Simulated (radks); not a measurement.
The numbers below are computed, except where a source is named.
Species: B4+. Configuration: 1s0.5 2s0.5 (fractional occupations, a model configuration).

Code: a radial shooting solver on a logarithmic mesh with Libxc functionals. Model: scalar-relativistic Kohn-Sham, LDA (Slater exchange, Perdew-Wang correlation), spin-polarised, spherical densities, finite nucleus; open shells are filled with parallel spins first; Fermi nuclear charge, rms radius 2.406 fm.

Energy parts (hartree):
part                     energy
total                  -7.81391
kinetic                 7.79954
electron-nucleus      -15.61262
Hartree                 0.73947
exchange-correlation   -0.74030

Orbitals (lengths in bohr, moments of r in powers of bohr; <r^-3> diverges for s and p1/2):
| orbital | occ. | eigenvalue (hartree) | <r^2> | <r^-3> | <r^4> |
|---|---|---|---|---|---|
| 1s up | 0.5 | -11.93521 | 0.1183 | - | 0.03532 |
| 2s up | 0.5 | -2.69428 | 1.781 | - | 5.191 |
| 2p up | 0 | -2.61383 | 1.336 | 4.619 | 3.338 |
| 3s up | 0 | -1.08166 | 9.182 | - | 122.1 |
| 3d up | 0 | -1.05803 | 5.701 | 0.2595 | 52.96 |

The highest occupied level is 2s up at -73.315 eV. Spin moment in Bohr magnetons: 1. Summed over all electrons, <r^2> = 0.9498 bohr^2, which gives a Langevin (diamagnetic) susceptibility term of -0.752 x 10^-6 cm^3/mol. The electron density at the nucleus is 22.89 e/bohr^3 (large components only). The spin density at the nucleus is 22.89 e/bohr^3 (1s 20.59, 2s 2.30).
